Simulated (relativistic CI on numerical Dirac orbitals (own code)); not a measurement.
A reference radial Dirac CI calculation of Cd II gave the lowest total energy -5586.62354 Ha in 11 SCF steps, from this input:

```
atom Cd  Z=48  charge=1  electrons=47
nucleus A=114  rms_radius_fm=4.6087
hamiltonian dirac-coulomb  breit=on  qed=on  c_scale=1
orbitals kli  potential=per-configuration
slater_scale 1
correlation none
mixing on
grid step=0.0125 r_max=100.6
scf mixing=0.4 start=green max_iterations=150 tolerance=2e-08 node_fill=0.05
configurations
  [Kr] 4d10 5s
end
```

One setting was then changed, and the output read:

```
SCF 1: [Kr] 4d10 5s
 iter      energy (Ha)   residual   last orbital (Ha)
    1     -5584.387879   1.58e+00     -0.95027
    2     -5592.401655   4.66e-01     -0.67310
    3     -5592.951106   1.59e-01     -0.60759
    4     -5593.021767   5.09e-02     -0.59396
    5     -5593.023691   3.69e-02     -0.59062
    6     -5593.023721   2.08e-03     -0.57704
error: SCF of 1s2 2s2 2p6 3s2 3p6 3d10 4s2 4p6 4d10 5s did not converge
end: not converged
```

**Question.** Which setting was changed?
A. nuclear radius
B. Slater scale
C. grid step
D. iteration limit

**Answer.** D. The iteration limit 6. This setting is bad on purpose; its numbers may not be properties of the ion.
